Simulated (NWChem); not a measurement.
System: HS2, doublet; SMILES [S]S

Computed with NWChem. Pople sets run with spherical d functions. Spin-unrestricted. In the optimisation the excess spin sits in a" (Cs, its own frame). Structure relaxed at the PBE-D3(BJ)/def2-SVP, spin-unrestricted level. No stability test was run on the SCF state. Level: M05-2X/6-31G* with SMD (1 M gas to 1 M solution), gas-phase geometry. Reactions with the solvent are ignored.

Q: Among these, which solvent gives the highest value of “cavity-dispersion-structure term (kcal/mol)”?
A. water
B. cyclohexane
C. toluene
D. ethylene glycol

A: A, water. Values: toluene -2.9; cyclohexane -2.6; ethylene glycol -1.5; water 0.0
